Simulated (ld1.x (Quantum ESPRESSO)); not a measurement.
Before and after: TM potential for fluorine (F)

* Element: F (Z = 9)
* Generator: ld1.x (Quantum ESPRESSO) 7.5
* Type: norm-conserving Troullier–Martins (Kleinman–Bylander form)
* Functional: Wu–Cohen
* Relativity: non-relativistic
* Frozen core: [He]
* Valence charge: 7
* Reference configuration: 2s2 2p5
* Partial waves: 2s (bound): rc 0.85 bohr; 3d channel at 0.35 Ry: rc 1.55 bohr; 2p (bound): rc 1.60 bohr
* Local potential: the p channel
* Core correction: Bessel-smoothed model core inside 0.55 bohr

Change: wave 2s (bound): rc 0.85 bohr becomes 2s (bound): rc 1.10 bohr.

Cutoffs: the cutoffs (Ry, on a coarse ladder) from which the occupation-weighted sum of valence levels, in a spherical-Bessel basis at the reference potential, stays within 10 and 1 mRy of its value at 400 Ry; they do not see the model core or the augmentation charge, which bear on the density cutoff. Errors are all-electron minus pseudo energies relative to the spin-unpolarised reference configuration.

Problem. What does the change do?

Solution. The potential gets softer (100 Ry and 200 Ry → 60 Ry and 120 Ry); of the 7 tests that both files solve, the error grows in 1 and shrinks in 2 by more than 15 % and 0.3 meV (median size 160.2 → 178.6 meV); neither file shows a bound ghost. A larger radius leaves more room for a smooth pseudo-wave, so fewer plane waves are needed.

```tsv
quantity	base	changed
cutoff, loose	100 Ry	60 Ry
cutoff, tight	200 Ry	120 Ry
loose cutoff by channel (10 mRy a level)	s 80 Ry, p 50 Ry	s 45 Ry, p 50 Ry
bound ghosts	none	none
error for 2s2 2p4, meV [ΔE 19.39 eV]	-7.8	-3.6
error for 2s2 2p3, meV [ΔE 57.77 eV]	+162	+191
error for 2s2 2p2, meV [ΔE 118.41 eV]	+1055	+1152
error for 2s1 2p6, meV [ΔE 18.59 eV]	+9.1	+4.6
error for 2s1 2p5, meV [ΔE 38.26 eV]	-160	-179
error for 2s2 2p4.5, meV [ΔE 7.54 eV]	-5.3	-4.6
error for 2s2 2p1, meV [ΔE 204.20 eV]	+3515	+3759
s: phases at 1.75 bohr within 0.05 rad from the reference energy up to (Ry; the scan ends near 5)	1.7	1.8
p: phases at 1.75 bohr within 0.05 rad from the reference energy up to (Ry; the scan ends near 5)	1.7	1.7
d: phases at 1.75 bohr within 0.05 rad from the reference energy up to (Ry; the scan ends near 5)	to the end of the scan	to the end of the scan
```
